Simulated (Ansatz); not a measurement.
Ideal-gas functions of CH3AlClGa (`[Cl][Al]1[CH2][GaH]1`) at 800 K and 1 bar, from an Ansatz frequency run at PBE0-D4/def2-TZVP.

Molar mass 147.19 g/mol, point group C1 (symmetry number 1), electronic degeneracy 1, moments of inertia 43.103, 500.223, 538.822 u Å². Harmonic wavenumbers (cm⁻¹, unscaled): 56, 117, 250, 281, 392, 434, 509, 573, 632, 748, 845, 1313, 1937, 2860, 3137.

Use S(trans) = R[1.5 ln M + 2.5 ln T − 1.1517]; rotational temperatures θ = 24.2544 K / I; S(rot) = R[ln(√π/σ · √(T³/θAθBθC)) + 1.5]; for each mode x = 1.438777 ν̃/T, S = R[x/(eˣ − 1) − ln(1 − e⁻ˣ)] and H = RT x/(eˣ − 1); 1 cm⁻¹ = 0.0119627 kJ/mol; R = 8.31446 J/(mol·K).

Problem. By hand: the entropy, in J/(mol·K).

Solution. Translation 191.6. Rotation: θ = 0.5627, 0.0485, 0.045 K, giving 128.5. Vibration, mode by mode: 27.40, 21.29, 15.03, 14.08, 11.39, 10.58, 9.33, 8.42, 7.68, 6.45, 5.59, 2.87, 1.18, 0.30, 0.20, in all 141.8. Electronic 0.0. Sum 461.9 J/(mol·K).

Problem. By hand: H − E and G − E in kJ/mol, counted from the electronic energy.

Solution. Zero-point energy ½ × 14084 × 0.0119627 = 84.2; thermal vibration 51.8; translation, rotation and pV give 4 RT = 26.6. H − E = 162.6 kJ/mol, and G − E = 162.6 − 800 × 461.9/1000 = -206.9 kJ/mol.

Vibration gives 31 % of the entropy, 48.7 J/(mol·K) of it from the modes under 150 cm⁻¹: soft modes count most, and the harmonic formula is weakest for them. The sum counts one conformer and one mirror image; others add a mixing term.
